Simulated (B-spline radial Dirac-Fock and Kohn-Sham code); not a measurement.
**Satellites and hypersatellites of the K lines of Rb**

System: the Rb atom, 1s2 2s2 2p6 3s2 3p6 3d10 4s2 4p6 5s1.

Input of the calculation (task.json; shells as n, l, electrons):

```json
{"items": [{
  "Z": 37,
  "q": 0,
  "cfg": [[1, 0, 2], [2, 0, 2], [2, 1, 6], [3, 0, 2], [3, 1, 6], [3, 2, 10], [4, 0, 2], [4, 1, 6], [5, 0, 1]],
  "A": 85,
  "rrms": 4.2036,
  "do": ["binding", "quiet", "double"]
}]}
```

Command: `python xray_run.py task.json out`

Model: Dirac-Fock energy differences between relaxed states, corrected for Breit and QED terms. Program: a radial atomic solver. Each two-hole energy is an average over J within one jj subconfiguration, not an observable level; in light atoms, where LS coupling holds, the j-resolved values are not observed lines, and for a K spectator the Kα1 hypersatellite is nearly forbidden. Correlation and solid-state effects are left out.

Lines without a spectator: Kα2 (K-L2) 13333.9 eV, Kα1 (K-L3) 13393.7 eV, Kβ3 (K-M2) 14948.1 eV, Kβ1 (K-M3) 14957.4 eV. Shifts in eV with one spectator hole (a dash: not computed, or left out as unreliable):

| spectator hole | Kα2 | Kα1 | Kβ3 | Kβ1 |
| --- | --- | --- | --- | --- |
| K (1s) | +403.0 | +409.7 | +508.1 | +509.4 |
| L2 (2p1/2) | +40.5 | +50.1 | – | +109.7 |
| L3 (2p3/2) | +43.5 | +42.4 | +102.5 | – |
| M2 (3p1/2) | – | +4.09 | +9.73 | +12.37 |
| M3 (3p3/2) | +3.35 | – | +11.13 | +10.56 |
| M4 (3d3/2) | -0.33 | -1.90 | – | – |
| M5 (3d5/2) | -2.08 | -1.04 | – | – |

With n spectator holes in 2p, averaged over the 2p shell (energies in eV):

```
n     KαLⁿ   step  hypersatellite KαʰLⁿ
0  13373.7      –               13781.2
1  13418.3  +44.6               13827.1
2  13464.1  +45.7               13874.1
3  13510.9  +46.9               13922.3
4  13559.0  +48.0               13971.6
5  13608.2  +49.2               14022.1
```
